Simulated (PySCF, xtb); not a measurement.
CH11NSi4, SMILES [SiH3][SiH]([SiH3])/C=N\[SiH3].

GFN2-xTB (xtb) at its own geometry gives an orbital gap of 1.85 eV and a dipole moment of 1.96 D.

Geometry optimised at r2SCAN-D4/def2-SVP. The structure was generated by enumeration; whether it is a known compound was not checked. Other conformers were not sampled.

Question: What does PBE/def2-TZVP run with PySCF give? (Estimate from the structure and the level; the computed values follow.)

Answer: gap 2.66 eV (levels -5.36 and -2.70 eV), dipole 1.26 D.
